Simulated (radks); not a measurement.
Task: Pm43+, 18 electrons, occupied as [Ar]. All-electron calculation, scalar-relativistic Kohn-Sham, PBE, spin-polarised, spherical densities, finite nucleus; Fermi nuclear charge, rms radius 4.962 fm. Program: a radial shooting solver on a logarithmic mesh with Libxc functionals. Some entries of the table are withheld. Estimate them.

orbital,occ.,eigenvalue (eV),<1/r> (bohr^-1)
1s,2,-47633.35,(1)
2s,2,(2),(3)
2p,6,(4),(5)
3s,2,-3755.786,6.265
3p,6,-3520.084,5.962
3d,0,-3257.924,5.694
4s,0,-1945.745,3.267

Result: 
(1) 1s <1/r> (bohr^-1): 67.42
(2) 2s eigenvalue (eV): -9867.039
(3) 2s <1/r> (bohr^-1): 15.75
(4) 2p eigenvalue (eV): -9103.104
(5) 2p <1/r> (bohr^-1): 14.79
